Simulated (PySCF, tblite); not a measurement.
Isomers of C5H7Cl2O (doublet state), one GFN2-xTB conformer each. Single-point energies are computed at B3LYP/pcH-1 (PySCF, gas phase, no added dispersion term), electronic only. GFN2-xTB treats the open shell by occupation alone, and not every SCF solution was tested for stability.

Question: Rank them by B3LYP/pcH-1 energy, lowest first (kJ/mol).
A. `[CH2:1]=[CH:2][CH:3][C:4]([Cl:5])([Cl:6])[CH2:7][OH:8]` (doublet state) with C1–C2–C3–C4 -178°, C2–C3–C4–Cl5 -37°, C3–C4–C7–O8 -55°, C4–C7–O8–H -59°
B. `[CH3:1]/[C:2]=[CH:3]/[C:4]([Cl:5])([Cl:6])[CH2:7][OH:8]` (doublet state) with C2–C3–C4–Cl5 -107°, C3–C4–C7–O8 -58°, C4–C7–O8–H -58°
C. `[CH2:1]/[CH:2]=[CH:3]/[C:4]([Cl:5])([Cl:6])[CH2:7][OH:8]` (doublet state) with H–C1–C2–C3 180° and 0°, C2–C3–C4–Cl5 109°, C3–C4–C7–O8 62°, C4–C7–O8–H 57°

Answer: A (0.0), C (0.0), B (100.0).

Neighbours under 21 kJ/mol apart (C=C[CH]C(Cl)(Cl)CO and [CH2]/C=C/C(Cl)(Cl)CO) can change places with a better method, another conformer or zero-point energy. GFN2-xTB itself gives, in the same order: 0.0, 2.1, 90.2. Both levels put the same isomer lowest; measured from each level's own lowest isomer, the values differ by up to 9.8 kJ/mol (C/[C]=C/C(Cl)(Cl)CO: 90.2 against 100.0).

Q: What happens when harmonic zero-point energies from GFN2-xTB frequencies are added?

A: 
```csv
SMILES,ZPE (kJ/mol),electronic (kJ/mol),with ZPE (kJ/mol)
C=C[CH]C(Cl)(Cl)CO,276.9,0.0,0.0
[CH2]/C=C/C(Cl)(Cl)CO,277.5,0.0,0.6
C/[C]=C/C(Cl)(Cl)CO,274.1,100.0,97.2
```

The zero-point energies span 3.4 kJ/mol. The order is unchanged.

Q: As an exercise, what shares would exp(−E/RT) give at 2000 K from these electronic energies alone (no entropy, no degeneracies)?

A: RT = 16.629 kJ/mol: C=C[CH]C(Cl)(Cl)CO 50.0 %, [CH2]/C=C/C(Cl)(Cl)CO 49.9 %, C/[C]=C/C(Cl)(Cl)CO 0.1 %.
